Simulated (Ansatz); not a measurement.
**Molecular dynamics, step by step**

LiHBr (charge +1), closed shell, PBE0-D4/def2-SVP (Ansatz 0.2.0). Settings (timestep in fs, temperature in K; T counts 3 degrees of freedom):

```yaml
hamiltonian: {xc: pbe0, dispersion: d4}
md: {n_steps: 80, timestep: 1.0, temperature: 200, ensemble: nve, seed: 399, initial_velocities: maxwell_boltzmann}
```

Start:

```json
{"atom": "Li1", "x (Å)": "0.1521", "y (Å)": "0.2641", "z (Å)": "-1.7639"}
{"atom": "Br2", "x (Å)": "-0.3706", "y (Å)": "-0.6435", "z (Å)": "0.4786"}
{"atom": "H3", "x (Å)": "0.2186", "y (Å)": "0.3794", "z (Å)": "1.2852"}
```

```
step  time (fs)  potential energy less the start (meV)  kinetic energy (meV)  T (K)
   0       0.00                                    0.0                  25.9    200
   5       5.00                                   10.7                  15.9    123
  10      10.00                                   20.4                   6.9     53
  15      15.00                                   17.3                   9.6     74
  20      20.00                                    4.3                  21.6    167
  25      25.00                                    4.1                  21.7    168
  30      30.00                                   18.7                   8.0     62
  35      35.00                                   27.2                   0.1      0
  40      40.00                                   20.5                   6.3     49
  45      45.00                                    5.1                  20.8    161
  50      50.00                                    3.4                  22.5    174
  55      55.00                                   16.0                  10.8     84
  60      60.00                                   21.0                   6.3     49
  65      65.00                                   12.6                  14.1    109
  70      70.00                                    0.3                  25.6    198
  75      75.00                                    4.2                  21.7    168
  80      80.00                                   20.8                   6.1     47
```

Step 40, positions (Å) and forces (eV/Å):

```json
{"atom": "Li1", "x": "0.170", "y": "0.296", "z": "-1.853", "Fx": "-0.027", "Fy": "-0.046", "Fz": "0.143"}
{"atom": "Br2", "x": "-0.372", "y": "-0.646", "z": "0.485", "Fx": "0.356", "Fy": "0.618", "Fz": "0.369"}
{"atom": "H3", "x": "0.217", "y": "0.377", "z": "1.357", "Fx": "-0.329", "Fy": "-0.572", "Fz": "-0.512"}
```

Step 45, positions (Å) and forces (eV/Å):

```json
{"atom": "Li1", "x": "0.169", "y": "0.293", "z": "-1.846", "Fx": "-0.025", "Fy": "-0.043", "Fz": "0.124"}
{"atom": "Br2", "x": "-0.372", "y": "-0.646", "z": "0.485", "Fx": "-0.087", "Fy": "-0.150", "Fz": "-0.270"}
{"atom": "H3", "x": "0.201", "y": "0.349", "z": "1.323", "Fx": "0.111", "Fy": "0.193", "Fz": "0.147"}
```

Step 70, positions (Å) and forces (eV/Å):

```tsv
atom	x	y	z	Fx	Fy	Fz
Li1	0.153	0.265	-1.766	0.007	0.012	-0.060
Br2	-0.371	-0.644	0.479	-0.064	-0.112	-0.045
H3	0.218	0.378	1.281	0.057	0.099	0.105
```

Last step (80):

```
3
angstrom
Li 0.1460 0.2535 -1.7380
Br -0.3702 -0.6429 0.4760
H 0.2347 0.4075 1.3091
```

Hardware: 2 CPU threads, shared host. Wall time about 44 s.
